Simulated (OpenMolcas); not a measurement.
# A ladder of methods for CH5AlOSi (SMILES [CH2]1O[SiH2][AlH]1)

The species is CH5AlOSi (9 atoms), meant as a singlet with charge 0. As SMILES, `[CH2]1O[SiH2][AlH]1`. The coordinates come from a PBE0-D4/def2-TZVP relaxation.

Quantity: the dipole moment, in D. The values are calculated.

```tsv
level	kind	program	value (D)	CPU time
SVWN5/def2-SVP	LDA	OpenMolcas	1.83	47 s
BLYP/def2-SVP	GGA	OpenMolcas	1.85	65 s
revPBE/def2-SVP	GGA	OpenMolcas	1.84	65 s
M06-L/def2-SVP	meta-GGA	OpenMolcas	2.14	88 s
TPSS/def2-SVP	meta-GGA	OpenMolcas	1.97	87 s
B3LYP/def2-SVP	global hybrid	OpenMolcas	?	62 s
M06-2X/def2-SVP	hybrid meta-GGA	OpenMolcas	?	86 s
PBE0/def2-SVP	global hybrid	OpenMolcas	2.13	61 s
```

(1) Estimate what the levels marked ? give.

## Answers

(1) As computed at these levels: B3LYP/def2-SVP: 2.10 D; M06-2X/def2-SVP: 2.27 D. The values span 1.83 to 2.27 D. Times are those of the runs behind each value, whatever else they computed, on shared processors of several kinds: orders of magnitude only.
